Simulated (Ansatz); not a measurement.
H6NSbSi, SMILES `[SiH3][NH][SbH2]`, relaxed with RKS PBE0-D4/def2-TZVP in Ansatz from a PBE-D4/def2-SVP geometry. The force threshold is 0.005 eV/Å; the program also tests the step.

The species carries charge 0 and has multiplicity 1. Sb: def2 effective core potential.

Start:

```xyz
9

Si   -0.644   -0.393   -0.978
N    -0.343    0.890    0.172
Sb    1.050    0.807    1.711
H     0.539   -0.753   -1.852
H    -1.775    0.030   -1.882
H    -1.026   -1.638   -0.221
H    -0.494    1.851   -0.151
H     2.275   -0.109    0.858
H     0.417   -0.685    2.343
```

| step | energy (eV) | largest force (eV/Å) | largest move (Å) |
| --- | --- | --- | --- |
| 1 | -15999.1171 | 0.613 | 0.000 |
| 2 | -15999.1638 | 0.455 | 0.079 |
| 3 | -15999.1752 | 0.123 | 0.035 |
| 4 | -15999.1765 | 0.084 | 0.058 |
| 5 | -15999.1776 | 0.036 | 0.044 |
| 6 | -15999.1779 | 0.010 | 0.012 |
| 7 | -15999.1779 | 0.003 | 0.008 |
| 8 | -15999.1779 | 0.002 | 0.006 |
| 9 (rejected) | -15999.1779 | 0.007 | 0.006 |
| 10 | -15999.1779 | 0.001 | 0.003 |

End:

```xyz
9

Si   -0.627   -0.386   -0.975
N    -0.288    0.876    0.142
Sb    1.036    0.790    1.676
H     0.521   -0.720   -1.869
H    -1.775    0.021   -1.830
H    -0.965   -1.619   -0.216
H    -0.507    1.822   -0.130
H     2.228   -0.141    0.857
H     0.376   -0.643    2.344
```

Hardware: 2 threads of an Arm Neoverse V1 on a shared host. Wall time 44 s, peak host memory 0.34 GiB.
